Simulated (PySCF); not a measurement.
Computed shifts of a molecule C2H6OSe, PBE/pcSseg-1 run with PySCF, GIAO, gas phase, atoms alike by connectivity averaged where their shifts nearly agree, in ppm (number of nuclei): ¹³C: 69.1 (1), 26.4 (1). ¹H: 3.98 (3), 2.97 (3). References: ⁷⁷Se against Me2Se (σ = 1634.8 ppm); ¹³C against TMS (σ = 182.0 ppm); ¹H against TMS (σ = 31.49 ppm); ¹⁷O against H2O (σ = 334.3 ppm), references at their B3LYP-D3(BJ)/def2-TZVP geometries, non-relativistic. Geometry optimised at B3LYP-D3(BJ)/def2-SVP. Other conformers were not sampled.

**Question.** Which molecule gave these data?
A. CO[Se]C
B. OCC[SeH]
C. COC[SeH]
D. CC[Se]O

**Answer.** A, CO[Se]C
